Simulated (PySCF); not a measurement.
All of these have the formula C2H10O2Si2. Computed with TDDFT CAM-B3LYP/def2-SVPD, vertical, gas phase, core orbitals frozen in the response (PySCF 2.14.0, density-fitted response routines). Geometries: GFN2-xTB; one conformer of each isolated species. Triplets are in the Tamm–Dancoff approximation. 'Strongest' means the level of largest summed f among the lowest 8 singlets; it needn't be the same kind of state in each.

**Question.** Rank by computed LUMO energy, highest first.
A. `CO[SiH2][SiH2]OC`
B. `COC[SiH2][SiH2]O`
C. `C[SiH2]O[SiH2]OC`
D. `OCC[SiH2]O[SiH3]`
E. `COC[Si@H](O)[SiH3]`

**Answer.** C (1.12 eV), D (0.93 eV), E (0.76 eV), B (0.59 eV), A (0.31 eV).

```
            SMILES  LUMO (eV)  gap (eV)  strongest (eV)  α (au)  f (S1)    S1 mainly
  CO[SiH2]O[SiH2]C       1.12     10.59            8.46    80.9   0.003    H→L (50%)
  OCC[SiH2]O[SiH3]       0.93     10.16            8.23    83.2   0.001  H-2→L (39%)
COC[Si@H](O)[SiH3]       0.76      9.83            7.86    89.6   0.010    H→L (86%)
  COC[SiH2][SiH2]O       0.59      9.80            7.72    89.0   0.029    H→L (84%)
  CO[SiH2][SiH2]OC       0.31      9.26            7.90    86.3   0.027    H→L (94%)
```

H and L stand for HOMO and LUMO.

- `CO[SiH2]O[SiH2]C`: Löwdin shares by element: HOMO oxygen 37%, silicon 16% or more, hydrogen 11% or more (atoms not listed hold the other 36%); LUMO carbon 23% or more, silicon 20% or more, oxygen 9% or more, hydrogen 7% or more (atoms not listed hold the other 41%).
- `OCC[SiH2]O[SiH3]`: Löwdin shares by element: HOMO oxygen 30%, carbon 19% or more, silicon 13% or more (atoms not listed hold the other 38%); LUMO oxygen 28% or more, carbon 14% or more, hydrogen 14% or more, silicon 12% or more (atoms not listed hold the other 31%).
- `COC[Si@H](O)[SiH3]`: Löwdin shares by element: HOMO silicon 44%, oxygen 20% or more, carbon 13% or more (atoms not listed hold the other 24%); LUMO silicon 44%, oxygen 16% or more, hydrogen 7% or more (atoms not listed hold the other 34%).
- `COC[SiH2][SiH2]O`: Löwdin shares by element: HOMO silicon 48%, oxygen 19% or more, carbon 9% or more (atoms not listed hold the other 24%); LUMO silicon 40%, oxygen 10% or more, carbon 9% or more (atoms not listed hold the other 41%).
- `CO[SiH2][SiH2]OC`: Löwdin shares by element: HOMO oxygen 40%, silicon 35% (atoms not listed hold the other 26%); LUMO silicon 48%, hydrogen 13% or more (atoms not listed hold the other 39%).
